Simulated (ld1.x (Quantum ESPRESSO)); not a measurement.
## Before and after: ultrasoft potential for holmium

ld1.x (Quantum ESPRESSO) 7.5 input, shortened:

```
&input
   title='Ho', zed=67., rel=1, dft='REVPBE', iswitch=3,
   config='[Xe] 4f11 5d0 6s1 6p0'
 /
 &inputp
   pseudotype=3, tm=.true., lloc=-1, rcloc=3.20,
   nlcc=.true., new_core_ps=.true.,
   which_augfun='PSQ', rmatch_augfun_nc=.true.
 /
8
5S  1  0   2.00   0.00  1.90  2.05  0.0
6S  2  0   1.00   0.00  1.90  2.05  0.0
5P  2  1   6.00   0.00  2.00  2.55  0.0
6P  3  1   0.00   0.00  2.00  2.55  0.0
5D  3  2   0.00   0.00  2.90  3.65  0.0
5D  3  2   0.00   0.10  2.90  3.65  0.0
4F  4  3  11.00   0.00  1.25  1.40  0.0
4F  4  3   0.00   0.35  1.25  1.40  0.0
 &test
   configts(1)='4f11 5s2 5p6 5d0 6s1 6p0'
 /
```

Change: all radii but the core radius scaled by about 1.23 (s 2.52, p 3.12, d 4.48, f 1.72 bohr, rcut 2.32/2.46/3.56/1.54); local potential all-electron potential smoothed inside 3.92 bohr (lloc = -1).

Cutoffs: the cutoffs (Ry, on a coarse ladder) from which the occupation-weighted sum of valence levels, in a spherical-Bessel basis at the reference potential, stays within 10 and 1 mRy of its value at 400 Ry; they do not see the model core or the augmentation charge, which bear on the density cutoff. Errors are all-electron minus pseudo energies relative to the spin-unpolarised reference configuration.

Problem. What does the change do?

Solution. The potential gets softer (100 Ry and 160 Ry → 50 Ry and 80 Ry); the number of tests that count goes from 6 to 0 (the test run of the changed file stopped, so its transferability is not established); neither file shows a bound ghost at the reference potential, the only one tested. A larger radius leaves more room for a smooth pseudo-wave, so fewer plane waves are needed.

```tsv
quantity	base	changed
cutoff, loose	100 Ry	50 Ry
cutoff, tight	160 Ry	80 Ry
loose cutoff by channel (10 mRy a level)	s 15 Ry, p 10 Ry, f 60 Ry	s 15 Ry, p 6 Ry, f 40 Ry
bound ghosts	none	none
tests counted (converged, no solver errors)	6 of 7	0 of 7 (the test run stopped)
lowest overlap eigenvalue by channel	s 0.16, p 0.09, d 0.29, f 1.00	s 0.14, p 0.79, d 0.83, f 0.41
```

Base: Tests not counted: 4f12 5s2 5p6 5d0 6s0 6p0 (solver errors, printed error -4353 eV). Changed file: Tests not counted: 4f11 5s2 5p6 5d0 6s2 6p0 (solver errors, printed error -4631 eV).
